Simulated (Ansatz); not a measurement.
Breaking the Ge1–H3 bond in GeH4O (SMILES [OH][GeH3]) (multiplicity 1 held, fragments rigid). Energies count from the point at 1.542 Å.
Geometry at that point (charge 0, multiplicity 1):
```xyz
6

Ge    -0.32904     0.06812     0.07330
O      1.35706    -0.35716    -0.37169
H     -0.54454    -0.15512     1.58392
H     -1.18633    -0.88518    -0.76518
H     -0.60849     1.54276    -0.28109
H      2.01214     0.17482     0.09016
```

R- and RO- levels are restricted; in cc, def2 and unpolarised 6-31G sets they are followed outwards from rest. Unrestricted levels (U-) break spin symmetry where that is lower. Active spaces are followed from a long bond inwards. Curves can end on different states.

Cores are frozen in the correlated methods. Filled d and f shells under p-block atoms count as core.

Run with Ansatz (Gaussian orbitals). Values without a source in brackets are computed.

Energies in kJ/mol.

| R (Å) | U-PBE/cc-pVTZ | R-B3LYP/cc-pVTZ | FIC-NEVPT4(SD) on CASSCF(2,2)/cc-pVTZ | FIC-MRCISD+Q on CASSCF(2,2)/cc-pVTZ |
|---|---|---|---|---|
| 1.234 | 125 | 121 | 129 | 129 |
| 1.388 | 26 | 23 | 26 | 25 |
| 1.542 | 0 | 0 | 0 | 0 |
| 1.696 | 13 | 15 | 15 | 15 |
| 1.851 | 44 | 50 | 49 | 50 |
| 2.082 | 104 | 114 | 114 | 115 |
| 2.313 | 166 | 180 | 179 | 181 |
| 2.699 | 256 | 277 | 266 | 268 |
| 3.084 | 313 | 351 | 321 | 323 |
| 3.547 | 338 | 415 | 351 | 354 |
| 4.164 | 346 | 468 | 364 | 366 |
| 4.935 | 347 | 503 | 367 | 369 |

Doubts at one or more of the structures used: a spin-contaminated determinant (U-PBE/cc-pVTZ); a restricted determinant that unrestricted orbitals would lower (R-B3LYP/cc-pVTZ).

Ansatz is a quantum-chemistry and plane-wave program.
